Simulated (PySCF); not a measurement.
A structure optimised at PBE-D3(BJ)/def2-SVP, used in a PySCF frequency run:

```
Sb
Cl 1 2.3911
Cl 1 2.3911 2 98.75
Br 1 2.5428 2 99.03 3 -100.68
```
Charge 0, spin multiplicity 1.

Write its SMILES, formula and point group.

[Cl][Sb]([Cl])[Br], BrCl₂Sb, Cs

What are its rotational constants (standard atomic weights)?

1.5954, 0.94998, 0.74072 GHz
